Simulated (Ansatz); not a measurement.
A nudged elastic band was laid between two geometries of C$_{4}$H$_{8}$FNO (15 atoms, charge 0, multiplicity 1).

Computed with RHF/6-31G* (Ansatz).

```json
{
  "movable images": "5",
  "climbing image": "yes",
  "spring": "5.0 eV/Å²",
  "optimiser": "quadratic models (default)",
  "start path": "IDPP",
  "force threshold": "0.05 eV/Å",
  "iteration limit": "60",
  "end points": "relaxed"
}
```

Initial state:

```xyz
15
Properties=species:S:1:pos:R:3
C -0.248 -1.674 -0.554
C 0.550 -0.406 -0.434
N 1.834 -0.491 -0.985
C 0.088 0.722 0.070
F 0.944 1.782 0.128
C -1.249 1.120 0.600
O -1.187 1.517 1.944
H -0.342 -1.950 -1.599
H -1.236 -1.594 -0.125
H 0.267 -2.485 -0.046
H 2.411 0.293 -0.766
H 2.303 -1.345 -0.765
H -1.949 0.302 0.550
H -1.642 1.930 -0.011
H -0.565 2.228 2.021
```

Final state:

```xyz
15
Properties=species:S:1:pos:R:3
C -0.208 -1.711 -0.433
C 0.580 -0.435 -0.338
N 1.934 -0.581 -0.663
C 0.089 0.718 0.076
F 0.940 1.783 0.122
C -1.260 1.127 0.564
O -1.232 1.566 1.895
H -0.214 -2.073 -1.459
H -1.234 -1.599 -0.116
H 0.263 -2.471 0.180
H 2.420 0.287 -0.739
H 2.089 -1.144 -1.474
H -1.957 0.306 0.523
H -1.639 1.916 -0.082
H -0.593 2.263 1.972
```

Which bonds break or form, and what moves?

No bond is made or broken. The height of N3 over the plane of its neighbours goes from 0.31 to -0.31 Å.

What energy profile does the band end with?

The run converged. The highest image is number 3 of 0 to 6, 2.2 kcal/mol above the first end and 2.0 kcal/mol above the last; the last end lies 0.1 kcal/mol above the first. A vibrational analysis at the climbing image gives one clearly imaginary mode, 566i cm⁻¹: a first-order saddle point.

```
image  path coordinate (Å)  energy (kcal/mol)  height of N3 over the plane of its neighbours (Å)
    0                 0.00                0.0                                               0.31
    1                 0.19                0.1                                               0.29
    2                 0.38                1.0                                               0.19
    3                 0.57                2.2                                               0.00
    4                 0.75                1.1                                              -0.19
    5                 0.94                0.3                                              -0.29
    6                 1.12                0.1                                              -0.31
```

What is the geometry of the highest image?


```xyz
15
Properties=species:S:1:pos:R:3
C -0.214 -1.686 -0.477
C 0.570 -0.406 -0.376
N 1.875 -0.506 -0.794
C 0.073 0.737 0.069
F 0.928 1.804 0.115
C -1.274 1.133 0.563
O -1.256 1.539 1.908
H -0.258 -2.013 -1.512
H -1.223 -1.589 -0.108
H 0.282 -2.463 0.097
H 2.478 0.280 -0.760
H 2.235 -1.362 -1.139
H -1.972 0.314 0.499
H -1.655 1.941 -0.059
H -0.612 2.228 2.004
```

What are the harmonic wavenumbers there?

566i, 80, 130, 169, 257, 273, 355, 398, 406, 438, 509, 596, 670, 824, 1000, 1085, 1103, 1164, 1173, 1265, 1345, 1364, 1452, 1505, 1566, 1579, 1625, 1638, 1658, 1805, 1960, 3187, 3208, 3257, 3320, 3345, 3879, 4005, 4103 cm⁻¹.

The run took 40 s on 2 threads of AMD EPYC 9R45 96-Core Processor (Zen 5), on a shared host, peak memory 0.31 GiB.
